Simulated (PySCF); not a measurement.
Electron correlation in Sr (strontium, neutral)

[Kr] 5s1 5p1, high-spin 3P determinant (an excited configuration). Computed with PySCF 2.14 in x2c-QZVPPall (13s8p7d3f2g, 111 functions), with the spin-free X2C one-electron Hamiltonian (Gaussian nucleus). Frozen: [Kr]; 2 electrons correlated.

With two correlated electrons CCSD is exact within the correlated space (frozen core and kept virtual orbitals).

```json
{"level": "CCSD", "correlation energy (mhartree)": "-3.76"}
```

Diagnostics: T1 = 0.014, D1 = 0.0272, largest double amplitude 0.087.

Cost of the coupled-cluster step: of the order of 26 core-seconds, for 2 correlated electrons.

The basis was made for the ground configuration and has no added diffuse functions, which can raise the energy of the promoted electron.
